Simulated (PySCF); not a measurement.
C₂H₅InO₂. Atoms are numbered in the order given.

```xyz
10

In    -0.0410    -0.2421     0.0000
C     -0.7379     1.7651     0.0000
C      0.0868     2.8170     0.0000
H     -1.8206     1.9367     0.0000
H     -0.2916     3.8472     0.0000
H      1.1782     2.7166     0.0000
O     -1.2383    -1.8355     0.0000
H     -0.7238    -2.6511     0.0000
O      1.8727    -0.8364     0.0000
H      2.4991    -0.1046     0.0000
```
Charge 0, spin multiplicity 1.

Geometry optimised at PBE0-D3(BJ)/def2-SVP. The structure was generated by enumeration; whether it is a known compound was not checked. The def2 effective core potentials stand for the cores of In; spin–orbit coupling is left out. One conformer was computed; it need not be the lowest.

Computed with C-PCM-M06-2X/def2-SVP (PySCF).

The values are the electrostatic part of the solvation free energy, E(continuum) − E(gas) at the gas-phase geometry, in a cavity of scaled van der Waals radii (PySCF's table); cavitation and dispersion terms are not included. A continuum can't describe solvent molecules that bind to the metal. In vacuum the orbital gap is 8.86 eV. The dipole moment in vacuum is 2.91 D.

Problem. Estimate the values in water (ε = 78.36), chloroform (ε = 4.71), n-hexane (ε = 1.88). (An estimate is asked for; the answer gives what the named calculation found.)

Solution. 
| solvent | ε | ΔG(elec) (kcal/mol) | dipole (D) | gap (eV) |
|---|---|---|---|---|
| water | 78.36 | -12.3 | 3.55 | 8.99 |
| chloroform | 4.71 | -9.6 | 3.40 | 8.96 |
| n-hexane | 1.88 | -5.5 | 3.18 | 8.92 |
